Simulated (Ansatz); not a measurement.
A made-up structure of SnH$_{5}$S (charge +1), closed shell:

S1  (0.345, -1.409, 0.604)
Sn2  (0.061, 1.094, -0.128)
H3  (1.351, -0.010, -0.038)
H4  (0.438, -1.945, -0.631)
H5  (-1.126, 0.926, -1.316)
H6  (-0.404, 1.698, 1.376)
H7  (1.652, 1.344, -0.629)
(Å)

It is relaxed with PBE-D4/def2-SVP and then PBE0-D4/def2-TZVP (Ansatz 0.2.0). Atoms count as bonded within 1.22 times the sum of their covalent radii (H–H: 0.88 Å). The end point is not checked to be a true minimum.

Does its bonding change? (Judge from chemistry; the calculation decides.)

Computed: Yes. Formed: S1–H3; broken: Sn2–H3.

Where it ends: The first stage lowers the energy by 2.43 eV in 24 steps. It ends as SnH₅S ([SH2][SnH3]), total charge +1:
```xyz
7
angstrom
S 0.3533 -1.2697 0.3171
Sn -0.0730 1.2643 -0.2136
H 1.6012 -1.1389 0.8143
H 0.7909 -1.6358 -0.9061
H -1.4532 1.0471 -1.1570
H -0.2716 1.7768 1.3800
H 1.3691 1.6542 -0.9973
```

Labels in which every atom is bracketed show which atoms are joined, not bond orders.

For scale, one of the runs: PBE0-D4/def2-TZVP relaxation, 117 basis functions, launched by `ansatz run in.yaml --threads 2 --pin off --events-out ev --progress --plain --max-ram 4352MiB`. The run took about 14 s on 2 CPU threads of an Intel Xeon (shared host).
